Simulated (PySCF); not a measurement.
# Distorted geometries of [Dy(N2)]3+

[Dy(N2)]3+ (singlet in the valence; each metal's 4f electrons, 9 of them, lie in its core potential, out of spins and levels). PySCF 2.14.0, RKS PBE, Dy lcecp-1-SVP with ECP55, N def2-SVP; non-relativistic Hamiltonian with scalar-relativistic core potentials where named; density fitting; no spin-orbit coupling. Relaxed geometry:

```xyz
3

Dy    0.0000    0.0000   -0.4028
N     0.0000    0.0000    1.9731
N     0.0000    0.0000    3.0967
```

Problem. Order these distorted geometries by energy above the relaxed one, lowest first.
A.
```xyz
3

Dy    0.0413   -0.1591   -0.3836
N    -0.2273   -0.0426    1.6621
N     0.1859    0.2017    3.3884
```
B.
```xyz
3

Dy   -0.0802    0.1366   -0.1617
N    -0.0318   -0.2556    2.0590
N     0.1119    0.1190    2.7696
```
C.
```xyz
3

Dy    0.0362    0.0226   -0.4217
N    -0.0434   -0.0039    1.9985
N     0.0072   -0.0187    3.0901
```

Solution. C (0.08 eV), A (7.89 eV), B (14.75 eV).

Problem. Which forces (eV/Å) act in the one that lies 0.08 eV up?

Solution. 
```
Dy  -0.05  0.00  0.26
N   -0.06  0.06 -4.81
N    0.11 -0.06  4.55
```
Forces carry noise of the integration grid, about 0.01 to 0.03 eV/Å.

An lcecp potential fixes the number of 4f electrons, so in runs with it no electron can move into or out of that shell.
